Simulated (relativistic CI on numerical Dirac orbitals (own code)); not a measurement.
Os6+: 4f photoemission

Computed with this model: Dirac-Coulomb-Breit CI, separate exchange-only KLI orbitals for each configuration, a model potential for QED, valence Slater integrals scaled by 0.7, multiplet model of photoemission in the sudden approximation; configurations [Xe] 4f14 5d2 → [Xe] 4f13 5d2; 80 K; Lorentzian 0.25 eV and Gaussian 0.5 eV FWHM. Energies are those of the free ion, without screening or charge transfer. The energies are binding energies and can lie tens of eV above those of solids. S is read from ⟨S²⟩ = S(S + 1).

Field parameters in Wybourne normalisation: Td as Oh with Dq negative (B⁴₀ = 21Dq, B⁴₄ = √(5/14) B⁴₀). The field is a parameter set, without covalency.

free ion: ground-state S = 0.91, centroid 143.95 eV. Peaks (eV, height): 142.6 (100), 145.3 (56), 146.5 (17).

Td, 10Dq = -15600 cm⁻¹: ground-state S = 0.98, centroid 144.07 eV. Peaks (eV, height): 142.7 (100), 145.4 (62), 146.9 (10).

Strongest unbroadened transitions for Td, 10Dq = -15600 cm⁻¹:

```csv
Energy (eV),Relative strength
142.50,49.0
142.56,98.2
142.67,100.0
142.77,47.8
142.78,90.5
142.81,46.8
142.89,49.1
142.94,99.5
145.25,30.0
145.27,50.4
145.34,39.2
145.40,21.4
145.43,19.7
145.45,20.4
145.55,22.5
145.57,21.4
145.66,29.2
145.73,20.0
```
